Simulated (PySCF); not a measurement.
# A survey of 17O NMR shifts

- structure optimised with GFN2-xTB
- NMR shieldings at PBE0/pcSseg-1/GIAO
- program: PySCF
- fast rotation and ring inversion assumed for equivalent nuclei, in vacuum, relativity neglected, one computed conformer

Shieldings were converted by a linear fit to measured shifts: 17O (scatter 10.7 ppm rms, 12.2 ppm with the 3 outliers that the fit left out vs liquid water, solution or neat liquid). A few per cent of atoms miss by over 2 rms, more outside the fitted compound classes.

Problem. Give the 17O shifts of `CCO[Si@@H](C=O)[C@@H](C)F`.

Solution. 
| compound | environment | δ (ppm) |
| --- | --- | --- |
| [CH3:1][CH2:2][O:3][Si@@H:4]([CH:5]=[O:6])[C@@H:7]([CH3:8])[F:9] | O6: carbonyl oxygen | 821.3 |
| [CH3:1][CH2:2][O:3][Si@@H:4]([CH:5]=[O:6])[C@@H:7]([CH3:8])[F:9] | O3: oxygen bonded to C, Si | -7.0 |

Problem. Order these by 17O shift, lowest first.
A. O=C[SiH2]c1cccs1
B. FC/C(F)=C1\C=C(F)CO1
C. FC(F)(F)Cc1ccoc1
D. C#C[Si@@H]1C=C(CCl)[SiH2]O1

Solution. D (-8.3 ppm, oxygen bonded to 2 Si, in a 5-membered ring), B (54.9 ppm, ether oxygen), C (238.1 ppm, aromatic ring oxygen), A (844.4 ppm, carbonyl oxygen).
